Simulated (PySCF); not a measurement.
F₂, singlet, at a GFN2-xTB geometry. Base run: B3LYP/aug-cc-pVDZ (PySCF).

Here is a job for PySCF.
```python
from pyscf import gto, scf, dft

mol = gto.Mole()
mol.atom = '''
    F    -0.00000000   -0.00000000   -0.70158239
    F     0.00000000    0.00000000    0.70158239
'''
mol.basis = 'aug-cc-pvdz'
mol.verbose = 4
mol.build()

mf = dft.RKS(mol)
mf.xc = 'b3lyp'
mf.kernel()
mf.analyze()
```

Each row names what was changed in the base input (with any setting that the change needs).

| change | ΔE vs base (mEh) | SCF cycles |
|---|---|---|
| base | 0.000 | 7 |
| DIIS = EDIIS | 0.000 | 30 |
| init_guess = atom | 0.000 | 7 |
| level_shift = 0.1 (with mf.max_cycle = 100) | 0.000 | 7 |
| init_guess = 1e | 0.000 | 9 |
| DIIS = ADIIS | 0.000 | 10 |
| solver = newton | 0.000 | - |
| conv_tol = 1e-7 | 0.000 | 6 |
| conv_tol = 1e-6 | 0.000 | 6 |
| conv_tol = 1e-12 | 0.000 | 7 |
| init_guess = huckel | 0.000 | 7 |
| diis = off; damp = 0.6 (with mf.diis_start_cycle = 200; with mf.max_cycle = 150) | 0.000 | 17 |
| diis_space = 12 | 0.000 | 7 |
